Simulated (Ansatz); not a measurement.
Gas-phase electronic energies from Ansatz, PBE0-D4/def2-TZVP geometries. CBS: MP2 limit from def2 TZ/QZ plus the TZ coupled-cluster correction, frozen cores. Functionals use def2-TZVPP. B3LYP here is the variant with VWN-RPA as its local correlation; programs differ in this. def2 core potentials past Kr. For Br, In outer-core shells are correlated without core-valence functions, which leaves a few kJ/mol of doubt a bond. Scalar relativity is left out up to krypton. One conformer a species, not always the lowest.

Consider the redistribution: `B[SiH2]O` + `C[O][In]([OH])[Br]` → `B[SiH](O)OC` + `[OH][InH][Br]`.

| level | ΔE (eV) |
| --- | --- |
| B3LYP-D4 | -1.03 |
| SCS-MP2/def2-QZVPP | -0.97 |

Q: What does CCSD(T)/CBS give? (Best estimate.)

A: Ansatz gave: -0.96 eV. The listed levels differ from it by -0.07, -0.01 eV.

Largest T1 diagnostic among the species: 0.015.

From PBE to PBE0 (25 % exact exchange), in def2-TZVPP and without D4, ΔE moves by −0.10 eV. In def2-TZVPP, CCSD(T) changes the Hartree–Fock value by +0.14 eV (the triples alone add +0.04 eV) and MP2 by +0.14 eV.
